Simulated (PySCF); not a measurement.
Harmonic spectrum computed at PBE0 in the def2-TZVP basis family (core potentials from Rb on, PySCF, no spin–orbit coupling):

```csv
symmetry,ω (cm⁻¹),"IR (km/mol, summed over degenerate members)"
e',223,63.5
a'',283,0.0
a'',325,418
e'',355,0.0
a',635,0.0
e',649,449
a',712,0.0
e',944,334
e',3965,244
a',3966,0.0
```

Which molecule gave it? In each, all ligands are bound to the one heavy central atom.
A. Al(OH)₃ (singlet)
B. Ga(OH)₃ (singlet)
C. Si(OH)₃ (doublet)
D. S(OH)₃ (doublet)

A. It has C3h symmetry with Al–O 1.689 Å (×3), O–H 0.956 Å (×3).
